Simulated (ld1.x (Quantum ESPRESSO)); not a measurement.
**Transferability test, PAW potential for arsenic (As)**

```
Element                 : arsenic
Generator               : ld1.x (Quantum ESPRESSO) 7.5
Type                    : PAW
Functional              : LDA (PZ)
Relativity              : fully relativistic
Frozen core             : [Ar]
Valence charge          : 15
Reference configuration : 3d10 4s2 4p3
Partial waves           : 4s (bound): rcut 1.15, rcutus 1.60 bohr; 4s channel at 0.7 Ry: rcut 1.15, rcutus 1.60 bohr; 4p (bound): rcut 1.15, rcutus 1.55 bohr; 4p channel at 2.25 Ry: rcut 1.15, rcutus 1.55 bohr; 3d (bound): rcut 0.65, rcutus 0.85 bohr; 3d channel at -2.3 Ry: rcut 0.65, rcutus 0.85 bohr
Local potential         : all-electron potential smoothed inside 1.25 bohr (lloc = -1)
Core correction         : a·sin(br)/r model core, default radius (core density twice the valence density)
Augmentation charge     : PSQ, inside the norm-conserving radii
```

Open shells are filled in proportion to 2j + 1 (rel_dist='average').

Energies are relative to the spin-unpolarised reference configuration 3d10 4s2 4p3; without spin polarisation the order of configurations can differ from experiment.

```
valence configuration  charge  ΔE all-electron (eV)  error AE − PS (meV)
         3d10 4s2 4p2      +1                 9.329                  0.0
         3d10 4s2 4p1      +2                27.495                 -0.4
         3d10 4s2 4p0      +3                55.540                 -3.9
          3d9 4s2 4p3      +1                51.086                 -269
          3d9 4s2 4p4       0                40.197                 -259
         3d10 4s1 4p4       0                 9.477                 -0.3
       3d10 4s2 4p2.5    +0.5                 3.638                  0.0
```

Levels in the configuration 3d9 4s2 4p4:

| level | all-electron (eV) | pseudo (eV) |
| --- | --- | --- |
| 3d j=3/2 | -52.035 | -52.562 |
| 3d j=5/2 | -51.260 | -51.782 |
| 4s j=1/2 | -16.935 | -16.952 |
| 4p j=1/2 | -6.845 | -6.847 |
| 4p j=3/2 | -6.491 | -6.495 |

The ghost test of this file was not conclusive.
